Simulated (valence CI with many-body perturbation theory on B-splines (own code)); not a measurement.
Results of a calculation; reference values are marked as such.
# Basis-set convergence for Sm⁴⁸⁺

Level of theory: configuration interaction combined with many-body perturbation theory (CI+MBPT): four valence electrons over a frozen Dirac-Fock core [Ne], radial functions for each j: 9 s, 9 p, 8 d, 6 f, 3 g, 1 h, with the one-electron correlation potential Σ1, the two-electron term Σ2, the three-electron term Σ3, Breit, model QED; selected CI, second order for the rest, scaled by the run's own slope (own B-spline code, finite nucleus).

The last digits are not significant, and no measured levels were compared; by estimate large intervals hold to a few tenths of a per cent, small ones and those within an open d or f shell to about a per cent.

The reference run has the lowest level (3s^2 3p1/2^2) J=0 and an ionisation energy of 4228.36 eV. Its largest variational space holds 20000 state functions.

Levels are named by their leading jj configuration (3d3/2^4 stands for four electrons in 3d with j = 3/2), which in mixed levels can hold well under half, so a name can repeat and another be missing. Letters in brackets count levels of one name in rising energy.

Changed runs:
A. basis 6 s, 6 p, 5 d, 3 f, 1 g
B. basis 5 s, 5 p, 4 d, 2 f

Excitation energies of the reference run in cm⁻¹, and shifts in cm⁻¹:

```tsv
Level	Reference	A	B
(3s^2 3p1/2 3p3/2) J=1	1180390	-99	-290
(3s^2 3p1/2 3p3/2) J=2	1241880	+14	+97
(3s 3p1/2^2 3p3/2) J=2	2204130	-122	-329
(3s 3p1/2^2 3p3/2) J=1	2391640	+13	+72
(3s^2 3p3/2^2) J=2	2467120	-61	-126
(3s^2 3p1/2 3d3/2) J=2	2599140	+186	+422
(3s^2 3p3/2^2) J=0	2599960	+50	+214
(3s^2 3p1/2 3d3/2) J=1	2865360	+419	+1364
(3s^2 3p1/2 3d5/2) J=2	2985830	+149	+352
(3s^2 3p1/2 3d5/2) J=3	2997320	+305	+843
(3s 3p1/2 3p3/2^2) J=2 [a]	3369910	-109	-228
(3s 3p1/2 3p3/2^2) J=3	3468210	-39	-26
Ionisation energy (eV)	4228.36	-0.032	-0.10
```
